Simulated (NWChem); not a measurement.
Species: CdH2Se2; SMILES [SeH][Cd][SeH]

```xyz
5

Cd     0.0000     0.0000    -0.2543
Se     2.4252    -0.4236    -0.2619
H      2.6420     0.5976     0.7763
Se    -2.4252     0.4236    -0.2619
H     -2.6420    -0.5976     0.7763
```
Atoms are numbered in this order, from 1.

Level: PBE0/def2-SVP with def2 effective core potentials on Cd (NWChem), optimised geometry, unscaled harmonic frequencies. This build's default masses of Se (78.918 u) and Br (79.917 u) are each other's, which moves their modes by up to 0.6 %. def2 effective core potentials on Cd; no spin-orbit coupling.

```csv
frequency (cm⁻¹),IR intensity (km/mol)
63,3.6
63,3.5
134,5.9
188,0.0
295,26.3
572,0.6
577,0.4
2447,9.7
2447,10.2
```

| Item | Value |
|---|---|
| zero-point energy | 9.7 kcal/mol |
| thermal correction to the enthalpy at 298.15 K (with zero-point energy) | 14.3 kcal/mol |
| heat capacity Cv | 17.5 cal/(mol K) |
| entropy at 298.15 K and 1 atm (symmetry number 2) | 84.3 cal/(mol K) |

Rigid rotor and harmonic oscillator; modes under 100 cm⁻¹ make the entropy uncertain.
